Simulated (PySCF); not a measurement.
B3LYP has the VWN-RPA correlation part, as in Gaussian. 

Cartesian coordinates (Å):
```xyz
8

C     -1.2344    -0.3599     0.3136
N      0.1623    -0.6606     0.0685
C      1.1281     0.0587     0.1728
N      2.1758     0.6602     0.3814
H     -1.3883     0.6587     0.6767
H     -1.6241    -1.0620     1.0512
H     -1.8001    -0.4986    -0.6085
H      2.5806     1.2036    -0.3701
```
Charge 0, multiplicity 1.

Predict the HOMO–LUMO gap, total energy, LUMO, HOMO and dipole moment from B3LYP-D3(BJ)/def2-TZVP (PySCF).


The HOMO–LUMO gap is 7.71 eV and the total energy is -188.1782 Ha. The LUMO is 0.30 eV and the HOMO is -7.41 eV. The dipole moment comes out as 0.451 e·Å.
